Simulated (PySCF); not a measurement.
Job file and geometry (Å, from GFN2-xTB) of an NMR shielding run on `B/C=C1\C=C[Si@H]1SC`, C₅H₉BSSi, GIAO PBE0/pcSseg-1 NMR shielding, non-relativistic, gas phase in PySCF; density fitting, a coarse starting grid and PySCF grid level 2 are the driver's defaults:

```
$ OMP_NUM_THREADS=1 python probes_run.py task.json out

{"job": {"kind": "nmr", "xc": "PBE0", "basis": "pcSseg-1"}, "charge": 0, "multiplicity": 1}
B     -2.086050     2.009952     1.125839
C     -0.883438     1.064311     0.985849
C     -0.829246    -0.027268     0.196899
C     -1.825814    -0.619263    -0.684838
C     -1.209624    -1.697558    -1.207123
Si     0.411721    -1.411371    -0.281866
S      2.075076    -0.876148    -1.531701
C      3.089404     0.003826    -0.298662
H     -1.991210     2.965392     1.796369
H     -3.093171     1.794646     0.572434
H      0.019355     1.278648     1.552466
H     -2.824321    -0.256281    -0.861721
H     -1.616330    -2.410570    -1.902707
H      0.876051    -2.331544     0.753149
H      3.346826    -0.667138     0.514766
H      2.544531     0.865736     0.072025
H      3.989242     0.326660    -0.811089
```

Question: What does the program print?

Answer: 
```
coarse grid: 15344 points
cycle   1  E = -907.7330052882  dE =  8.753e-01  |g| = 4.013e-01  |ddm| = 3.858e+00
cycle   2  E = -907.7246539864  dE =  8.351e-03  |g| = 4.458e-01  |ddm| = 1.001e+00
cycle   3  E = -907.7799223018  dE = -5.527e-02  |g| = 9.835e-02  |ddm| = 5.842e-01
cycle   4  E = -907.7820105945  dE = -2.088e-03  |g| = 4.875e-02  |ddm| = 1.342e-01
cycle   5  E = -907.7826615195  dE = -6.509e-04  |g| = 8.835e-03  |ddm| = 5.384e-02
cycle   6  E = -907.7826860394  dE = -2.452e-05  |g| = 1.836e-03  |ddm| = 1.189e-02
cycle   7  E = -907.7826867769  dE = -7.374e-07  |g| = 5.439e-04  |ddm| = 2.276e-03
final grid: 139272 points
cycle   8  E = -907.8313928265  dE = -3.217e-05  |g| = 8.734e-03  |ddm| = 3.150e-02
cycle   9  E = -907.8313791881  dE =  1.364e-05  |g| = 1.116e-02  |ddm| = 2.041e-02
cycle  10  E = -907.8314127188  dE = -3.353e-05  |g| = 1.736e-03  |ddm| = 1.275e-02
cycle  11  E = -907.8314135135  dE = -7.947e-07  |g| = 3.425e-04  |ddm| = 1.777e-03
cycle  12  E = -907.8314135423  dE = -2.881e-08  |g| = 9.003e-05  |ddm| = 3.902e-04
cycle  13  E = -907.8314135441  dE = -1.736e-09  |g| = 4.396e-05  |ddm| = 1.402e-04
cycle  14  E = -907.8314135446  dE = -5.000e-10  |g| = 1.496e-05  |ddm| = 5.365e-05
converged SCF energy = -907.8314135446

GIAO shielding tensors (ppm)
atom      isotropic    diamagn.    paramagn.     s11        s22        s33       span
  0 B       35.866     192.015    -156.149    -18.230     -9.794    135.621    153.852
  1 C       41.516     252.778    -211.261    -81.636     37.725    168.460    250.096
  2 C       -8.004     261.781    -269.785    -95.218    -52.414    123.621    218.839
  3 C       16.895     256.286    -239.391    -93.800      0.167    144.319    238.119
  4 C       20.115     260.800    -240.686    -88.194     -9.508    158.047    246.241
  5 Si     347.390     879.963    -532.573    309.901    348.393    383.875     73.974
  6 S      669.031    1058.261    -389.229    603.464    606.297    797.333    193.870
  7 C      173.758     251.880     -78.122    162.427    167.500    191.348     28.920
  8 H       25.037      29.377      -4.340     20.203     27.246     27.662      7.459
  9 H       24.704      30.681      -5.977     18.538     27.204     28.369      9.831
 10 H       24.539      33.050      -8.510     20.492     23.795     29.331      8.839
 11 H       23.168      32.838      -9.670     21.384     22.571     25.548      4.163
 12 H       24.110      31.132      -7.022     20.957     25.158     26.216      5.259
 13 H       25.744      29.011      -3.267     22.588     24.214     30.431      7.843
 14 H       29.518      29.907      -0.389     24.360     27.333     36.862     12.502
 15 H       29.452      32.500      -3.048     22.848     28.409     37.100     14.252
 16 H       29.478      28.469       1.009     23.805     26.618     38.012     14.208
```

Size and cost of the density-fitted run: 195 basis functions, 40 s wall time on 1 thread of an AMD EPYC 7B13, shared host; peak memory 0.91 GiB.
